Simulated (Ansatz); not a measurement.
A search over several starts for the lowest SCF solution of the cluster Sr2O3⁺ at the given spin, in a small basis.

```yaml
crystal:
  periodic: [false, false, false]
  atoms:
    - {symbol: Sr, position_ang: [-1.085777, 0.325518, -1.200655]}
    - {symbol: Sr, position_ang: [0.665765, 0.010294, 1.510954]}
    - {symbol: O, position_ang: [1.173668, -0.017370, -0.760271]}
    - {symbol: O, position_ang: [0.426756, -1.263012, -0.422226]}
    - {symbol: O, position_ang: [-1.180403, 0.944571, 0.872199]}
basis:
  gaussian: {orbitals: def2-SVP}
total_charge: 1
magnetization: {spin_polarized: true, initial_magnetization: 1}
hamiltonian: {xc: pbe0, dispersion: d4}
output: {orbitals: {seedname: orbitals}}
```

```sh
$ ansatz run in.yaml --threads 4 --pin off --events-out ev --progress --plain --max-ram 3916MiB
```

It prints (some lines left out):

```
Functional definition: PBE0
847 factors; integrals over basis functions are off by at most 2.7e-4 eV
mean field evaluation 1: about -7769.1953 eV, gradient 7.8e1 eV
mean field evaluation 2: about -7548.0679 eV, gradient 1.3e2 eV
mean field evaluation 4: about -7788.1742 eV, gradient 3.6e1 eV
mean field evaluation 8: about -7795.2854 eV, gradient 3.1e0 eV
mean field evaluation 16: about -7795.7289 eV, gradient 5.8e-3 eV
mean field evaluation 32: about -7795.7289 eV, gradient 3.0e-5 eV
mean field -7795.72886327 eV, -286.4877515903 hartree, gradient 1.6e-5 eV, S^2 0.774073; 6 other end points of the search recorded, 0 dependent functions left out
reference -7795.72892268 eV, -286.4877537737 hartree; 22, 21 occupied and 66, 67 virtual orbitals, 847 factors
Total energy: -7795.82727549 eV, -286.4913681729 hartree
```

It took 4.7 s on 4 threads of Arm Neoverse V2 on a shared host.

In the def2 sets Sr takes a core potential; there is no spin–orbit coupling. The structure holds one bond between oxygen atoms, so isomers without such links may lie far lower. The structure comes from a short search, and lower isomers may exist.
